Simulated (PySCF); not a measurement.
Excitation energy of Cr⁺ by level of theory

Cr⁺ [Ar] 3d5 (6S) → Cr⁺ [Ar] 3d4 4p1 (high-spin determinant), as a difference of total energies. All numbers are calculated (PySCF 2.14, no relativity, point nucleus, in dyall-av2z). Correlated levels: valence: [Ar] frozen; virtual orbitals above 40 to 60 times the deepest correlated orbital energy dropped. The calculations carry no spin-orbit coupling.

```csv
method,excitation energy (eV)
UHF,5.060
MP2 (valence),5.769
SCS-MP2 (valence),5.296
CCSD (valence),5.738
CCSD(T) (valence),5.757
```

Task: How much does correlation contribute at CCSD(T) (valence)?

Result: 5.757 − (5.060) = 0.697 eV, measured against UHF.

A first-order spin-orbit estimate (lowest level to lowest level, LS coupling) adds -0.059 eV.

The determinant of the upper state mixes LS terms, which raises its energy above the lowest term, most at the Hartree-Fock and MP2 levels.
